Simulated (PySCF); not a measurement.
C₄H₄FN₂O (doublet state).
Structure used (GFN2-xTB), in Å, numbered top down from 1:
```xyz
12
C4H4FN2O angstrom
F      2.1071    1.0390   -1.1340
C      2.3230    0.5616    0.1115
O      1.3771   -0.2318    0.6406
C      0.0829   -0.1858    0.2919
C     -0.6584    0.4423   -0.6972
C     -1.9709    0.0168   -0.4584
N     -2.0411   -0.7979    0.5751
N     -0.7949   -0.9160    1.0313
H      3.3281    0.1937    0.2566
H     -0.3118    1.1003   -1.4645
H     -2.8556    0.2762   -1.0035
H     -0.5842   -1.4992    1.8246
```

The hyperfine couplings belong to this conformer and change with its torsions.

As a line formula: `F[CH]Oc1ccn[nH]1` [radical].

Level of theory: UKS B3LYP, pcH-1 on C F H N O, non-relativistic, mean-field spin-orbit, GIAO (PySCF). Isolated species at its GFN2-xTB geometry (one conformer only). A GFN2-xTB geometry isn't a minimum of the functional, and hyperfine couplings can be far from their values at a DFT geometry. The SCF solution wasn't tested for stability.

Task: What is the g tensor, term by term?

Result: 
| Δg (ppm) | 1 | 2 | 3 |
| --- | --- | --- | --- |
| relativistic mass correction | -238 | -238 | -238 |
| gauge correction | -5 | 41 | 42 |
| orbital Zeeman/spin–orbit | -93 | 1688 | 2617 |
| total | -335 | 1491 | 2421 |

So g = 2.00198, 2.00381, 2.00474 and g_iso = 2.00351; the tensor is rhombic: the two nearest values differ by 34 % of g3 − g1. Axes: g2 points within 11° of the F1–C2 bond.

Task: What effective moment and Curie constant follow for a powder?

Result: With the mean of g² = 4.0141 and S(S+1) = 0.75: μ_eff = √(⟨g²⟩S(S+1)) = 1.735 μB and χT = 0.12505·⟨g²⟩·S(S+1) = 0.376 cm³ K/mol (cgs; spin-Hamiltonian part alone).

Task: At 34.031 GHz, how far is the centre of the isotropic spectrum from where a free electron (g = 2.002319) resonates?

Result: B = hν/(g μB) with μB/h = 13.99624 MHz/mT gives 1214.31 mT for the free electron and 1213.59 mT at g_iso, 0.72 mT lower.

Task: Average each term over the three axes. Which is largest in size?

Result: The orbital-Zeeman/spin–orbit term 1404, the mass correction -238 and the gauge correction 26 ppm, for a total of 1192 ppm. The orbital-Zeeman/spin–orbit term is the largest in size. The mass correction is the same along every axis, so the anisotropy comes from the other two: their spans along these axes are 47 (gauge) and 2709 ppm (orbital Zeeman/spin–orbit).

Task: In a frozen sample, at which fields do the three g values resonate at 9.5, 34, 94 and 263 GHz (hyperfine left aside), and which band first spreads them over more than twice a line width of 0.3 mT?

Result: 
```csv
band,GHz,B(g3) mT,B(g2) mT,B(g1) mT,spread mT
X,9.5,338.57,338.73,339.04,0.47
Q,34.0,1211.74,1212.30,1213.41,1.67
W,94.0,3350.10,3351.66,3354.72,4.61
J,263.0,9373.16,9377.51,9386.07,12.90
```

The spread grows in proportion to the frequency. Q band is the first where it exceeds 0.6 mT.

The largest Mulliken spin populations are on C2 (+0.82) and O3 (+0.08). No atom but C2 exceeds +0.15. The angles at C2 add up to 344.1°, so it is pyramidal.

The HOMO–LUMO gaps are 5.96 eV among the α and 4.92 eV among the β orbitals.

Hardware: an Arm Neoverse V2 with one thread, on a shared host. Cost: 52 s (with the writing of density and orbital grids), 0.87 GiB resident at most.
